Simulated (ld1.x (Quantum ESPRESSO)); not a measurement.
# Before and after: TM potential for barium (Ba)

* Element: Ba
* Generator: ld1.x (Quantum ESPRESSO) 7.5
* Type: norm-conserving Troullier–Martins (Kleinman–Bylander form)
* Functional: LDA (PZ)
* Relativity: scalar-relativistic
* Frozen core: [Xe]
* Valence charge: 2
* Reference configuration: 5d0 6s1.5 6p0 (charge +0.5)
* Partial waves: 6p (bound, empty): rc 3.85 bohr; 5d (bound, empty): rc 2.40 bohr; 6s (bound): rc 3.45 bohr
* Local potential: the s channel
* Core correction: Bessel-smoothed model core, default radius (core density twice the valence density)

All-electron outer shells of the reference configuration (LDA (PZ), scalar-relativistic, ld1.x):

```json
{"shell": "5p", "level (eV)": "-21.52", "outermost node (bohr)": "0.86", "outermost maximum (bohr)": "1.67"}
{"shell": "6s", "level (eV)": "-5.52", "outermost node (bohr)": "1.96", "outermost maximum (bohr)": "3.95"}
{"shell": "5d", "level (eV)": "-4.59", "outermost node (bohr)": "1.00", "outermost maximum (bohr)": "2.46"}
{"shell": "6p", "level (eV)": "-3.13", "outermost node (bohr)": "2.34", "outermost maximum (bohr)": "5.01"}
```

Change: wave 6p (bound): rc 3.85 bohr becomes 6p (bound): rc 2.34 bohr.

Cutoffs: the cutoffs (Ry, on a coarse ladder) from which the occupation-weighted sum of valence levels, in a spherical-Bessel basis at the reference potential, stays within 10 and 1 mRy of its value at 400 Ry; they do not see the model core or the augmentation charge, which bear on the density cutoff. Errors are all-electron minus pseudo energies relative to the spin-unpolarised reference configuration.

Question: How do hardness, ghosts and transferability respond?

Answer: Both files are so soft that the ladder of cutoffs tells neither apart; a bound ghost appears in p, which as a rule spoils a file; of the 9 tests that both files solve, the error grows in 2 and shrinks in 0 by more than 15 % and 0.3 meV (median size 4.7 → 15.9 meV).

```csv
quantity,base,changed
"cutoff, loose",6 Ry,6 Ry
"cutoff, tight",8 Ry,8 Ry
bound ghosts,none,p
"error for 5d0 6s2 6p0, meV [ΔE -2.21 eV]",-0.3,-0.3
"error for 5d0 6s1 6p0, meV [ΔE 3.33 eV]",-2.4,-2.4
"error for 5d0 6s1 6p1, meV [ΔE -0.09 eV]",-1.2,+1363
"error for 5d1 6s0 6p0, meV [ΔE 4.06 eV]",-51,-51
"error for 5d0.5 6s1.5 6p0, meV [ΔE -1.57 eV]",-16,-16
"error for 5d1 6s1 6p0, meV [ΔE -0.86 eV]",-48,-48
"error for 5d0 6s0 6p2, meV [ΔE 2.16 eV]",-14,+2849
"error for 5d0 6s1.5 6p0 (spin-polarised), meV [ΔE -0.03 eV]",0.0,0.0
"error for 5d0 6s1 6p0 (spin-polarised), meV [ΔE 3.18 eV]",-4.7,-4.7
```

 A true bound ghost makes a file unfit for plane-wave use even where its test errors are small: the radial tests pick states by their node count and pass the ghost by.
